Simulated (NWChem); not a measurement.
System: SiN₂H₄ClF; SMILES N[Si](N)(F)Cl

Here is an NWChem input.

```
start job
memory heap 200 mb stack 900 mb global 1100 mb
geometry units angstroms noautoz
  N     -0.486269    -1.224293    -1.335366
  Si     0.008873    -0.347979     0.032922
  N      1.618323    -0.723307     0.409098
  F     -1.093198    -0.713109     1.165030
  Cl    -0.063246     1.715268    -0.088814
  H      0.049124    -1.185565    -2.194048
  H     -1.472046    -1.384479    -1.506370
  H      1.927300    -1.685948     0.472277
  H      2.200831    -0.085306     0.936406
end
basis spherical
  N library 6-31g*
  Si library 6-31g*
  F library 6-31g*
  Cl library 6-31g*
  H library 6-31g*
end
dft
  xc becke88 perdew86
  iterations 150
  mulliken
end
task dft energy
```

Parts of the log:

```
             Northwest Computational Chemistry Package (NWChem) 7.3.0
             --------------------------------------------------------

 C1  symmetry detected

                             Geometry "geometry" -> ""
                             -------------------------

 Output coordinates in angstroms (scale by  1.889725989 to convert to a.u.)

  No.       Tag          Charge          X              Y              Z
 ---- ---------------- ---------- -------------- -------------- --------------
    1 N                    7.0000    -0.41830318    -1.24647586    -1.34660178
    2 Si                  14.0000     0.01802981    -0.34561207     0.02575452
    3 N                    7.0000     1.62289347    -0.68357256     0.45342745
    4 F                    9.0000    -1.10953907    -0.72138107     1.12890230
    5 Cl                  17.0000    -0.09240117     1.71429211    -0.12124464
    6 H                    1.0000     0.14147083    -1.20582509    -2.18950205
    7 H                    1.0000    -1.39510031    -1.42881203    -1.54479133
    8 H                    1.0000     1.94937732    -1.63889536     0.53650996
    9 H                    1.0000     2.17637439    -0.02809600     0.99047858

 Effective nuclear repulsion energy (a.u.)     314.0072342891

  perdew86 is a nonlocal functional; adding perdew81 local functional.

                                 NWChem DFT Module
                                 -----------------

 Summary of "ao basis" -> "ao basis" (spherical)
 ------------------------------------------------------------------------------
       Tag                 Description            Shells   Functions and Types
 ---------------- ------------------------------  ------  ---------------------
 N                           6-31g*                  6       14   3s2p1d
 Si                          6-31g*                  8       18   4s3p1d
 F                           6-31g*                  6       14   3s2p1d
 Cl                          6-31g*                  8       18   4s3p1d
 H                           6-31g*                  2        2   2s

            General Information
            -------------------
          SCF calculation type: DFT
          Wavefunction type:  closed shell.
          No. of atoms     :     9
          No. of electrons :    58
           Alpha electrons :    29
            Beta electrons :    29
          Charge           :     0
          Spin multiplicity:     1
          Use of symmetry is: off; symmetry adaption is: off
          Maximum number of iterations: 150
          AO basis - number of functions:    86
                     number of shells:    42
          Convergence on energy requested:  1.00D-06
          Convergence on density requested:  1.00D-05
          Convergence on gradient requested:  5.00D-04

              XC Information
              --------------
                    Becke 1988 Exchange Functional  1.000
                Perdew 1981 Correlation Functional  1.000 local
                Perdew 1986 Correlation Functional  1.000 non-local

             Grid Information
             ----------------
          Grid used for XC integration:  medium
          Radial quadrature: Mura-Knowles
          Angular quadrature: Lebedev.
          Tag              B.-S. Rad. Rad. Pts. Rad. Cut. Ang. Pts.
          ---              ---------- --------- --------- ---------
          N                   0.65       49          10.0       434
          Si                  1.10       88           8.0       590
          F                   0.50       49           9.0       434
          Cl                  1.00       88          10.0       590
          H                   0.35       45          11.0       434
          Grid pruning is: on
          Number of quadrature shells:   503
          Spatial weights used:  Erf1

      Superposition of Atomic Density Guess
      -------------------------------------

 Sum of atomic energies:        -958.22062891

      Non-variational initial energy
      ------------------------------

 Total energy =    -960.027431
 1-e energy   =   -1949.326783
 2-e energy   =     675.292117
 HOMO         =      -0.361867
 LUMO         =       0.056235

     ---------------------------------------------
      Total Density - Mulliken Population Analysis
     ---------------------------------------------

    Atom       Charge   Shell Charges
 -----------   ------   -------------------------------------------------------
    1 N    7     8.19   2.00  0.82  2.67  0.81  1.88  0.01
    2 Si  14    12.39   2.00  2.00  5.97  0.73  1.12  0.06  0.22  0.29
    3 N    7     8.19   2.00  0.81  2.67  0.81  1.89  0.01
    4 F    9     9.61   2.00  0.95  3.47  1.00  2.18  0.01
    5 Cl  17    17.43   2.00  2.00  5.98  1.37  3.71  0.57  1.79  0.01
    6 H    1     0.55   0.40  0.15
    7 H    1     0.55   0.40  0.15
    8 H    1     0.55   0.40  0.15
    9 H    1     0.55   0.40  0.15

   convergence    iter        energy       DeltaE   RMS-Dens  Diis-err
 ---------------- ----- ----------------- --------- --------- ---------
 d= 0,ls=0.0,diis     1   -961.5456334245 -1.28D+03  1.77D-02  9.28D-01
 d= 0,ls=0.0,diis     2   -961.4587336205  8.69D-02  1.03D-02  1.95D+00
 d= 0,ls=0.0,diis     3   -961.6358318992 -1.77D-01  2.37D-03  7.44D-02
 d= 0,ls=0.0,diis     4   -961.6397752656 -3.94D-03  1.16D-03  2.03D-02
 d= 0,ls=0.0,diis     5   -961.6419322595 -2.16D-03  2.71D-04  6.97D-04
  Resetting Diis
 d= 0,ls=0.0,diis     6   -961.6419989622 -6.67D-05  1.09D-04  1.04D-04
 d= 0,ls=0.0,diis     7   -961.6420135326 -1.46D-05  2.46D-05  1.53D-06
 d= 0,ls=0.0,diis     8   -961.6420134742  5.84D-08  1.59D-05  2.21D-06
 d= 0,ls=0.0,diis     9   -961.6420137196 -2.45D-07  2.70D-06  1.02D-07

[...]
```

Level: BP86/6-31G* (spherical d). Geometry: optimised at PBE0/def2-SVP.
